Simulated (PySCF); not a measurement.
C₉H₈S₂, SMILES c1(-c2sc(C)cc2)ccsc1, singlet (GFN2-xTB optimised geometry):

```
19

C     -1.834    -3.319    -0.002
C     -0.906    -2.158     0.000
C      0.454    -2.158     0.000
C      1.018    -0.866     0.000
C      0.085     0.133     0.000
C      0.291     1.558     0.001
C      1.573     2.185     0.003
C      1.497     3.535     0.004
S     -0.131     4.096     0.002
C     -0.715     2.486     0.000
S     -1.525    -0.536     0.000
H     -1.267    -4.246     0.032
H     -2.501    -3.281     0.859
H     -2.451    -3.317    -0.901
H      1.042    -3.059     0.001
H      2.078    -0.687     0.000
H      2.501     1.643     0.003
H      2.298     4.246     0.005
H     -1.772     2.302    -0.001
```

Calculation: PBE0/def2-SVP (PySCF).

### Question
What are the frontier orbital energies and the dipole moment?

### Answer
HOMO-2 -7.25 eV, HOMO-1 -7.03 eV, HOMO -5.83 eV, LUMO -0.94 eV, LUMO+1 0.15 eV; dipole moment 1.13 D.

Meta-Löwdin charges at PBE0/def2-SVP: C1 -0.30, C2 -0.08, C3 -0.15, C4 -0.14, C5 -0.10, C6 -0.01, C7 -0.14, C8 -0.23, S9 0.27, C10 -0.26, S11 0.20, H12 0.12, H13 0.12, H14 0.12, H15 0.11, H16 0.11, H17 0.12, H18 0.13, H19 0.13.
